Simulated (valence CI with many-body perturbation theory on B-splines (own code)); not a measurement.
**Forbidden lines of Bi12+**

Calculated by configuration interaction combined with many-body perturbation theory (CI+MBPT): three valence electrons over a frozen Dirac-Fock core [Xe] 4f14, a basis of 9 s, 9 p, 10 d, 8 f, 5 g, 3 h, 1 i functions for each j, with the one-electron correlation potential Σ1 (screened to all orders), the two-electron term Σ2, the three-electron term Σ3, Breit, model QED; selected single and double excitations, second order for the rest, scaled by the run's own slope (own B-spline code, finite nucleus).

No measured levels were compared; by estimate terms of the open shell hold to 2 to 4 % of their energy, and close levels can change places. The list stops below the first excitations out of the core. Only levels of the ground parity were solved; by the run's estimate the other parity begins above the list, which can be wrong where configurations are misplaced.

Lines 51 to 81 of 81 in falling wavelength, among levels below 431880 cm⁻¹, chosen from the decays that carry over 1 % of a level's rate. Wavelengths and rates use the calculated energies, so an error of 2000 cm⁻¹ moves a line at 1601 Å by 3.2 % and its rate by three times that or more. Electric multipoles are in the length gauge, E1 and E2 with the static RPA response of the core. Weak lines are less certain than strong ones. Lines between different terms over intervals too small for the method are left out, as are lines whose strength nearly cancels. The highest levels of a list are the least certain.

Levels are named by their leading jj configuration (3d3/2^4 stands for four electrons in 3d with j = 3/2), which in mixed levels can hold well under half, so a name can repeat and another be missing. Letters in brackets count levels of one name in rising energy.

| λ vac (Å) | Upper | Lower | Type | A (s⁻¹) | Branch % |
| --- | --- | --- | --- | --- | --- |
| 1601 | (5d3/2 5d5/2^2) J=5/2 [b] | (5d3/2^2 5d5/2) J=5/2 [a] | M1 | 2.91e+01 | 5.4 |
| 1596 | (5d5/2^3) J=5/2 | (5d3/2 5d5/2^2) J=3/2 [a] | M1 | 7.37e+02 | 27.5 |
| 1561 | (5d3/2 5d5/2^2) J=3/2 [b] | (5d3/2 5d5/2^2) J=7/2 [a] | E2 | 2.09e+01 | 1.3 |
| 1525 | (5d3/2 5d5/2^2) J=3/2 [b] | (5d3/2^2 5d5/2) J=5/2 [b] | M1 | 3.06e+01 | 1.9 |
| 1510 | (5d5/2^3) J=9/2 | (5d3/2^2 5d5/2) J=7/2 | M1 | 3.85e+01 | 2.6 |
| 1508 | (5d3/2 5d5/2^2) J=7/2 [b] | (5d3/2^2 5d5/2) J=5/2 [a] | M1 | 4.55e+01 | 10.6 |
| 1407 | (5d5/2^3) J=3/2 | (5d3/2^2 5d5/2) J=3/2 | M1 | 1.23e+02 | 8.6 |
| 1386 | (5d3/2 5d5/2^2) J=3/2 [a] | (5d3/2^3) J=3/2 | M1 | 6.67e+01 | 4.2 |
| 1369 | (5d5/2^3) J=5/2 | (5d3/2 5d5/2^2) J=7/2 [a] | M1 | 3.60e+02 | 13.4 |
| 1341 | (5d5/2^3) J=5/2 | (5d3/2^2 5d5/2) J=5/2 [b] | M1 | 2.56e+02 | 9.5 |
| 1330 | (5d3/2 5d5/2^2) J=1/2 | (5d3/2^3) J=3/2 | M1 | 1.53e+01 | 1.7 |
| 1237 | (5d5/2^3) J=3/2 | (5d3/2^2 5d5/2) J=5/2 [a] | M1 | 2.75e+02 | 19.3 |
| 1214 | (5d3/2 5d5/2^2) J=5/2 [a] | (5d3/2^3) J=3/2 | M1 | 4.33e+01 | 6.8 |
| 1157 | (5d3/2 5d5/2^2) J=3/2 [b] | (5d3/2^2 5d5/2) J=1/2 | M1 | 3.91e+01 | 2.5 |
| 1155 | (5d3/2 5d5/2^2) J=5/2 [b] | (5d3/2^3) J=3/2 | M1 | 2.20e+01 | 4.1 |
| 1104 | (5d3/2 5d5/2^2) J=3/2 [b] | (5d3/2^2 5d5/2) J=7/2 | E2 | 1.81e+01 | 1.2 |
| 1087 | (5d3/2 5d5/2^2) J=3/2 [b] | (5d3/2^2 5d5/2) J=3/2 | M1 | 8.13e+01 | 5.2 |
| 1004 | (5d5/2^3) J=5/2 | (5d3/2^2 5d5/2) J=7/2 | M1 | 5.05e+01 | 1.9 |
| 982.7 | (5d3/2 5d5/2^2) J=3/2 [b] | (5d3/2^2 5d5/2) J=5/2 [a] | M1 | 7.12e+01 | 4.5 |
| 953.3 | (5d5/2^3) J=3/2 | (5d3/2^3) J=3/2 | M1 | 1.44e+01 | 1.0 |
| 279.1 | (5d3/2^2 6s) J=5/2 | (5d3/2 5d5/2^2) J=9/2 | E2 | 1.32e+04 | 1.0 |
| 263.3 | (5d3/2^2 6s) J=3/2 | (5d3/2^2 5d5/2) J=1/2 | E2 | 1.08e+05 | 11.0 |
| 260.5 | (5d3/2^2 6s) J=3/2 | (5d3/2^2 5d5/2) J=7/2 | E2 | 1.12e+05 | 11.3 |
| 259.5 | (5d3/2^2 6s) J=3/2 | (5d3/2^2 5d5/2) J=3/2 | E2 | 1.67e+05 | 16.9 |
| 259.3 | (5d3/2^2 6s) J=5/2 | (5d3/2^2 5d5/2) J=9/2 | E2 | 3.30e+05 | 26.2 |
| 257.3 | (5d3/2^2 6s) J=5/2 | (5d3/2^2 5d5/2) J=7/2 | E2 | 2.47e+05 | 19.6 |
| 256.4 | (5d3/2^2 6s) J=5/2 | (5d3/2^2 5d5/2) J=3/2 | E2 | 6.61e+04 | 5.2 |
| 253.1 | (5d3/2^2 6s) J=3/2 | (5d3/2^2 5d5/2) J=5/2 [a] | E2 | 3.00e+05 | 30.5 |
| 250.1 | (5d3/2^2 6s) J=5/2 | (5d3/2^2 5d5/2) J=5/2 [a] | E2 | 1.37e+05 | 10.9 |
| 238.6 | (5d3/2^2 6s) J=3/2 | (5d3/2^3) J=3/2 | E2 | 2.83e+05 | 28.8 |
| 235.9 | (5d3/2^2 6s) J=5/2 | (5d3/2^3) J=3/2 | E2 | 4.40e+05 | 34.9 |
